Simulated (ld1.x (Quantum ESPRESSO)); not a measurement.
As (Z = 33): one change to a PAW potential, before and after

ld1.x (Quantum ESPRESSO) 7.5 input, shortened:

```
&input
   title='As', zed=33., rel=1, dft='PBE', iswitch=3,
   config='[Ar] 3d10 4s2 4p3'
 /
 &inputp
   pseudotype=3, lpaw=.true., tm=.true., lloc=-1, rcloc=1.75,
   nlcc=.true., new_core_ps=.true.,
   which_augfun='PSQ', rmatch_augfun_nc=.true.
 /
6
4S  1  0   2.00   0.00  1.30  1.80  0.0
4S  1  0   0.00   4.05  1.30  1.80  0.0
4P  2  1   3.00   0.00  1.85  2.30  0.0
4P  2  1   0.00   1.30  1.85  2.30  0.0
3D  3  2  10.00   0.00  1.05  1.35  0.0
3D  3  2   0.00  -1.55  1.05  1.35  0.0
 &test
   configts(1)='3d10 4s2 4p3'
 /
```

All-electron outer shells of the reference configuration (PBE, scalar-relativistic, ld1.x):

```csv
shell,level (eV),outermost node (bohr),outermost maximum (bohr)
3s,-190.31,0.25,0.52
3p,-133.68,0.22,0.52
3d,-40.65,–,0.47
4s,-14.49,0.73,1.61
4p,-5.19,0.78,2.00
```

Change: all radii but the core radius scaled by about 0.94 (s 1.70, p 2.16, d 1.28 bohr, rcut 1.22/1.74/0.98); local potential all-electron potential smoothed inside 1.64 bohr (lloc = -1).

Cutoffs: the cutoffs (Ry, on a coarse ladder) from which the occupation-weighted sum of valence levels, in a spherical-Bessel basis at the reference potential, stays within 10 and 1 mRy of its value at 400 Ry; they do not see the model core or the augmentation charge, which bear on the density cutoff. Errors are all-electron minus pseudo energies relative to the spin-unpolarised reference configuration.

What does the change do?

The potential gets harder (70 Ry and 120 Ry → 90 Ry and 140 Ry); the errors of the 6 common tests hardly move; neither file shows a bound ghost at the reference potential, the only one tested. A smaller radius makes the pseudo-wave follow the all-electron one further in, where it bends more sharply, so more plane waves are needed.

| quantity | base | changed |
| --- | --- | --- |
| cutoff, loose | 70 Ry | 90 Ry |
| cutoff, tight | 120 Ry | 140 Ry |
| loose cutoff by channel (10 mRy a level) | s 6 Ry, p 8 Ry, d 50 Ry | s 8 Ry, p 8 Ry, d 55 Ry |
| bound ghosts | none | none |
| tests counted (converged, no solver errors) | 6 of 7 | 6 of 7 |
| error for 3d10 4s2 4p2, meV [ΔE 9.15 eV] | -1.2 | -1.3 |
| error for 3d10 4s2 4p1, meV [ΔE 27.07 eV] | -3.8 | -3.9 |
| error for 3d10 4s2 4p0, meV [ΔE 54.77 eV] | -8.7 | -9.2 |
| error for 3d10 4s2 4p2.5, meV [ΔE 3.56 eV] | -0.5 | -0.5 |
| error for 3d10 4s1 4p4, meV [ΔE 9.42 eV] | -0.9 | -0.9 |
| error for 3d10 4s2 4p3.3, meV [ΔE -1.23 eV] | +0.2 | +0.2 |
| lowest overlap eigenvalue by channel | s 0.55, p 0.63, d 0.21 | s 0.51, p 0.63, d 0.37 |

Base: Tests not counted: 3d9 4s2 4p3 (solver errors, printed error -2388 eV). Changed file: Tests not counted: 3d9 4s2 4p3 (solver errors, printed error -2390 eV).
